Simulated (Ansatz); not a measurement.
`C=CCCCCCCCCC[Si](Cl)(Cl)Cl`. Total charge 0; singlet. Geometry PBE-D4/def2-SVP.

```xyz
36

C    -0.526   -0.572    5.866
C     0.297   -0.292    4.840
C     1.296   -1.246    4.247
C     0.980   -1.676    2.800
C     1.005   -0.541    1.772
C     0.752   -1.007    0.336
C     0.782    0.125   -0.694
C     0.519   -0.340   -2.129
C     0.640    0.760   -3.192
C    -0.289    1.970   -3.006
C    -1.793    1.650   -2.943
Si   -2.558    0.894   -4.477
Cl   -1.864    1.859   -6.176
Cl   -2.150   -1.131   -4.679
Cl   -4.617    1.105   -4.393
H    -0.506   -1.557    6.365
H    -1.246    0.167    6.251
H     0.238    0.711    4.378
H     1.364   -2.150    4.890
H     2.305   -0.773    4.260
H     1.714   -2.454    2.495
H    -0.016   -2.171    2.780
H     0.248    0.229    2.040
H     1.990   -0.021    1.822
H     1.506   -1.778    0.058
H    -0.233   -1.525    0.285
H     0.035    0.896   -0.398
H     1.769    0.639   -0.648
H    -0.486   -0.814   -2.189
H     1.233   -1.154   -2.382
H     0.466    0.312   -4.195
H     1.688    1.134   -3.210
H    -0.015    2.512   -2.075
H    -0.111    2.688   -3.834
H    -2.040    0.972   -2.097
H    -2.380    2.578   -2.768
```

Single mean-field runs in def2-TZVP are fitted with def2-universal-jkfit. The restricted singlet is unstable towards broken spin symmetry in Hartree–Fock (as tested in another run); at HF/6-31G this wasn't settled.

Task: Estimate the orbital energies around the gap (eV) in Ansatz with HF/6-31G, PBE-D4/def2-TZVP, r2SCAN-D4/def2-TZVP, PBE0-D4/def2-TZVP, r2SCAN0-D4/def2-TZVP.

Result: 
```
orbital  HF/6-31G  PBE-D4/def2-TZVP  r2SCAN-D4/def2-TZVP  PBE0-D4/def2-TZVP  r2SCAN0-D4/def2-TZVP
HOMO−13    -13.68             -8.58                -8.96             -10.04                -10.30
HOMO−12    -13.60             -8.51                -8.88              -9.97                -10.20
HOMO−11    -13.53             -8.47                -8.83              -9.92                -10.15
HOMO−10    -13.11             -8.12                -8.47              -9.54                 -9.77
 HOMO−9    -13.08             -8.00                -8.38              -9.43                 -9.68
 HOMO−8    -13.00             -7.96                -8.32              -9.38                 -9.61
 HOMO−7    -12.85             -7.91                -8.23              -9.31                 -9.52
 HOMO−6    -12.79             -7.85                -8.17              -9.21                 -9.42
 HOMO−5    -12.64             -7.70                -8.08              -9.12                 -9.37
 HOMO−4    -12.50             -7.66                -7.97              -9.03                 -9.23
 HOMO−3    -12.32             -7.58                -7.88              -8.96                 -9.15
 HOMO−2    -12.18             -7.53                -7.81              -8.86                 -9.05
 HOMO−1    -11.97             -7.31                -7.60              -8.63                 -8.81
   HOMO     -9.66             -6.25                -6.44              -7.36                 -7.49
   LUMO      2.92             -1.09                -0.72              -0.08                  0.14
 LUMO+1      3.83             -0.86                -0.62               0.16                  0.30
 LUMO+2      3.99             -0.45                -0.10               0.45                  0.67
 LUMO+3      4.62             -0.21                 0.14               0.73                  0.94
 LUMO+4      5.02              0.11                 0.63               0.94                  1.26
 LUMO+5      6.07              0.59                 1.20               1.41                  1.82
```
